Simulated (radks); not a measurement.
Values are calculated unless marked as measured or tabulated.
Numerical settings for the antimony ion Sb2+, [Kr] 4d10 5s2 5p1. Level of theory: scalar-relativistic Kohn-Sham, PBE, spin-unpolarised, spherical densities, finite nucleus; Fermi nuclear charge, rms radius 4.6802 fm (a radial shooting solver on a logarithmic mesh with Libxc functionals). The defaults (mesh step 0.008 in ln r, mesh end at 40 bohr or more with all orbitals vanishing there, Anderson mixing 0.5 over 9 steps, residual threshold near 1e-9 with the energy settled to 1e-9 hartree or 1e-11 of itself, here a cap of 61 iterations) give E = -6480.3761 hartree and 5p at -20.082 eV in 14 iterations. Run on one thread of a shared host, so times are rough (Intel(R) Xeon(R) Platinum 8488C): 0.12 s of CPU time, 0.12 s wall, 14 iterations on 2254 mesh points. Changes against that run (0 stands for a change within the tolerance of the run):

setting                     iterations  converged  E (mhartree)  e(5p) (meV)  CPU (s)
mesh step in ln r 0.05              14        yes        +0.128      +0.0104     0.03
mesh step in ln r 0.003             19        yes             0            0     0.33
mesh step in ln r 0.08               5         no      diverged            -     0.02
mesh end (bohr) 5                   15        yes         +24.2         +781     0.11
mesh end (bohr) 12                  14        yes             0            0     0.11
residual threshold 1e-13            61         no             0            0     0.25
residual threshold 0.1              10        yes             0       -0.264     0.09
mixing 0.05                         23        yes             0            0     0.17
linear mixing, mixing 0.05          61         no         +1.89         -356     0.44
linear mixing, mixing 0.2           61         no             0            0     0.38
mixing history 3                    19        yes             0            0     0.14
iteration cap 8                      8         no             0       -0.485     0.07

Settings that end as converged yet miss the energy by more than 1 mhartree: mesh end (bohr) 5 (+0.0242 hartree). A mesh that ends early acts as a hard wall.
